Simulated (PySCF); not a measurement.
C3H4BNO2, SMILES OB1CC(N=C1)=O.

Geometry: PBE0-D3(BJ)/def2-SVP. The structure was generated by enumeration, and PubChem lists no compound with its InChIKey, so it may never have been made. The values are those of a single conformer.

Calculation: PySCF 2.14.0 with TDDFT-PBE0/def2-SVPD.

Vertical excitations. Isolated molecule, no solvent. State labels are in the subgroup Cs.

```csv
state,symmetry,energy (eV),λ (nm),f,main pairs
S1,A",2.92,425,0.000,HOMO→LUMO 98 %
S2,A",4.08,304,0.000,HOMO−1→LUMO 95 %
S3,A",5.27,235,0.000,HOMO→LUMO+1 91 %
S4,A",5.62,220,0.000,HOMO−3→LUMO 95 %
S5,A',6.14,202,0.000,HOMO→LUMO+2 94 %
S6,A",6.48,191,0.000,HOMO−1→LUMO+1 93 %
S7,A',6.51,190,0.304,HOMO−2→LUMO 90 %
S8,A',7.06,176,0.002,HOMO−4→LUMO 88 %
S9,A',7.16,173,0.013,HOMO→LUMO+3 83 %
S10,A',7.39,168,0.033,HOMO−1→LUMO+2 87 %
T1,A",2.44,509,0,HOMO→LUMO 91 %
T2,A",3.41,363,0,HOMO−1→LUMO 83 %
T3,A',4.09,303,0,HOMO−2→LUMO 90 %
T4,A",5.06,245,0,"HOMO→LUMO+1 74 %, HOMO−3→LUMO 15 %"
```
Triplets are in the Tamm–Dancoff approximation, which puts them higher than full response would, so one can lie above its singlet here.
